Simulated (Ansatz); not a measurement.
`CB[SiH2]CC` and `CC[SiH2]O` differ in one atom or group.

Ansatz, PBE0-D4/def2-TZVP geometries, multiplicity 1. Each molecule was computed in one conformer, which needn't be the lowest.

| property | `CB[SiH2]CC` |
| --- | --- |
| LUMO energy (PBE/def2-TZVPP) / eV | -2.66 |
| HOMO–LUMO gap (ωB97M-V/def2-TZVPP) / eV | 9.97 |
| LUMO energy (PBE0/def2-TZVPP) / eV | -1.69 |
| size of the dipole moment (PBE/def2-TZVPP) / D | 1.35 |
| size of the dipole moment (B3LYP/def2-TZVPP) / D | 1.28 |
| LUMO energy (ωB97M-V/def2-TZVPP) / eV | 0.26 |

Task: What does the change do to each property? (An estimate is asked.)

Result: Computed: 
```json
{"property": "LUMO energy (PBE/def2-TZVPP) / eV", "`CC[SiH2]O`": "-0.49", "shift": "2.17"}
{"property": "HOMO–LUMO gap (ωB97M-V/def2-TZVPP) / eV", "`CC[SiH2]O`": "12.26", "shift": "2.29"}
{"property": "LUMO energy (PBE0/def2-TZVPP) / eV", "`CC[SiH2]O`": "0.38", "shift": "2.07"}
{"property": "size of the dipole moment (PBE/def2-TZVPP) / D", "`CC[SiH2]O`": "1.55", "shift": "0.20"}
{"property": "size of the dipole moment (B3LYP/def2-TZVPP) / D", "`CC[SiH2]O`": "1.58", "shift": "0.30"}
{"property": "LUMO energy (ωB97M-V/def2-TZVPP) / eV", "`CC[SiH2]O`": "1.93", "shift": "1.67"}
```

With PBE0 the HOMO falls by 0.51 eV and the LUMO rises by 2.07 eV, so the gap widens by about 2.58 eV. PBE moves the HOMO by -0.34 eV and ωB97M-V by -0.61 eV. Dipoles are sizes alone; their direction can turn.

B3LYP here is the variant with VWN-RPA as its local correlation; programs differ in this.
